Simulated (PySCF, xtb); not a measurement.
AlHClBr, SMILES [Br][AlH][Cl].

Harmonic wavenumbers (cm⁻¹) from GFN2-xTB in xtb at its own minimum, in rising order: 109, 411, 439, 587, 643, 1923.

Problem. What does PBE0-D3(BJ)/def2-TZVP run with PySCF give at its own minimum? (An estimate is asked for; the answer gives what the named calculation found.)

Solution. 134, 400, 441, 556, 646, 2008. Paired by order, the mean absolute difference is 26 cm⁻¹ and the zero-point energies are 5.9 and 6.0 kcal/mol.
